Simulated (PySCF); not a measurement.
## Fractional electron number in Ru²⁺ (ruthenium, charge +2)

The 4d beta orbital of [Kr] 4d6 is emptied in steps (occupation f), with all orbitals relaxed, ending at [Kr] 4d5. Computed with PySCF 2.14 in aug-cc-pVDZ-PP with ECP28MDF, with scalar relativity through the core potential. The exact energy is a straight line in f; departures are measured from the line between the end points of the same method.

```tsv
f	B3LYP (eV)
1	0.000
0.75	-0.872
0.5	-1.169
0.25	-0.882
0	0.000
```

```tsv
method	E(f=0) − E(f=1) (eV)	−ε at f=1 (eV)	−ε at f=0.5 (eV)
B3LYP	28.588	23.964	28.562
```

Orbital energy along the path (eV):

```
   f    B3LYP
   1  -23.964
0.75  -26.242
 0.5  -28.562
0.25  -30.920
   0  -33.314
```

Reference removal energy between the ground levels: 28.47 eV (semi-empirical (NIST evaluation); NIST Atomic Spectra Database, ionization energies). The calculation has no spin-orbit coupling. The determinant left behind need not be the lowest term of the ion.
